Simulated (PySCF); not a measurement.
Indirect couplings

Molfile (atoms numbered from 1):
```
C2H7BN2
     RDKit          3D

 12 11  0  0  0  0  0  0  0  0999 V2000
    2.5347    0.3985    0.3038 C   0  0  0  0  0  0  0  0  0  0  0  0
    1.1282    0.0524    0.3313 C   0  0  0  0  0  0  0  0  0  0  0  0
    0.0100   -0.2227    0.3504 N   0  0  0  0  0  0  0  0  0  0  0  0
   -1.6893   -0.5925    0.3124 B   0  0  0  0  0  0  0  0  0  0  0  0
   -2.3331    0.0793   -0.8038 N   0  0  0  0  0  0  0  0  0  0  0  0
    2.6927    1.2718   -0.3453 H   0  0  0  0  0  0  0  0  0  0  0  0
    2.8813    0.6412    1.3185 H   0  0  0  0  0  0  0  0  0  0  0  0
    3.1233   -0.4457   -0.0830 H   0  0  0  0  0  0  0  0  0  0  0  0
   -1.6056   -1.8122    0.2274 H   0  0  0  0  0  0  0  0  0  0  0  0
   -1.9876   -0.1832    1.4282 H   0  0  0  0  0  0  0  0  0  0  0  0
   -2.2211   -0.2569   -1.7502 H   0  0  0  0  0  0  0  0  0  0  0  0
   -2.5325    1.0695   -0.7717 H   0  0  0  0  0  0  0  0  0  0  0  0
  1  2  1  0
  2  3  3  0
  3  4  1  0
  4  5  1  0
  1  6  1  0
  1  7  1  0
  1  8  1  0
  4  9  1  0
  4 10  1  0
  5 11  1  0
  5 12  1  0
M  CHG  2   3   1   4  -1
M  END
```

Indirect spin–spin couplings were computed at B3LYP/pcJ-1 (spin–dipole term only in couplings to heteroatoms) (PySCF 2.14.0 with density-fitted response routines) on a PBE0-D3(BJ)/def2-SVP structure, for the isolated molecule, without vibrational or relativistic corrections. Couplings are averaged over pairs made equivalent by symmetry, fast rotation or ring inversion, so a value needn't be that of the named pair in this geometry, while other rotamers aren't included; one pair stands for each set, and the list holds those of at least 0.8 Hz over up to four bonds.

Isotopes: ¹³C, ¹H, ¹¹B, ¹⁵N.

```tsv
pair	bonds	J (Hz)
C1, C2	1	72.0
C1, H6	1	?
C2, N3	1	?
N3, B4	1	9.5
B4, N5	1	-25.4
B4, H9	1	128.8
N5, H11	1	?
C1, N3	2	?
C2, B4	2	-4.9
C2, H6	2	-10.3
N3, N5	2	0.9
N3, H9	2	?
B4, H11	2	-1.3
N5, H9	2	-2.9
H6, H7	2	-18.3
H9, H10	2	-12.3
H11, H12	2	-1.2
C2, H9	3	5.7
N3, H6	3	?
N3, H11	3	?
H9, H11	3	9.6
C1, H9	4	-0.8
```

**Question.** Estimate the withheld couplings, with signs.

**Answer.** 
- ¹J(C1,H6) = 143.8 Hz (bond length 1.099 Å, sp3 carbon)
- ¹J(C2,N3) = -34.3 Hz (bond length 1.152 Å)
- ¹J(N5,H11) = -80.8 Hz (bond length 1.011 Å)
- ²J(C1,N3) = 3.0 Hz (angle at C2 180°)
- ²J(N3,H9) = -6.1 Hz (angle at B4 98°)
- ³J(N3,H6) = -2.5 Hz
- ³J(N3,H11) = 1.4 Hz (dihedral angle 76°)
